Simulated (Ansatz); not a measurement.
The first iterations of a band of CH4AlCl2F + FH (11 atoms, charge 0, multiplicity 1).

Computed with Ansatz, RKS r2SCANh-D4/def2-SVP.

```json
{"movable images": "1", "climbing image": "no", "spring": "5.0 eV/Å²", "optimiser": "quadratic models (default)", "start path": "through a guess of the saddle point", "force threshold": "0.05 eV/Å", "iteration limit": "60", "end points": "relaxed"}
```

Image 0:

```xyz
11
Properties=species:S:1:pos:R:3
Al 0.118 -0.386 0.476
Cl -1.307 1.205 1.087
C -0.633 -1.788 -0.609
Cl 1.505 -0.723 2.035
H 1.026 1.741 -0.438
F 1.090 0.748 -0.684
H -0.109 2.558 0.552
F 0.681 2.900 0.077
H -1.348 -1.393 -1.348
H 0.148 -2.339 -1.157
H -1.171 -2.523 0.010
```

Image 2:

```xyz
11
Properties=species:S:1:pos:R:3
Al 0.013 -0.364 0.514
Cl -1.385 1.341 0.769
C -0.641 -1.781 -0.614
Cl 1.078 -0.683 2.313
H 1.211 1.643 -0.341
F 1.253 0.634 -0.509
H -0.029 2.592 0.373
F 0.853 2.857 0.030
H -1.486 -2.303 -0.136
H -1.001 -1.398 -1.581
H 0.133 -2.538 -0.818
```

| iteration | highest image above the first end (eV) | largest band force component (eV/Å) |
| --- | --- | --- |
| 1 | 1.190 | 2.555 |
| 2 | 0.232 | 1.101 |
| 3 | 0.141 | 0.754 |

**Question.** Does the band converge within its limit, and where does its top end?

**Answer.** It converged. It ended after 11 iterations with the highest image 0.018 eV above the first end. No image climbed, so the highest image needn't sit at the top of the path. So few images can step over the top or miss a turn of the path.

Run time: 73 s on 4 threads of Arm Neoverse N1, on a shared host, peak memory 0.35 GiB.
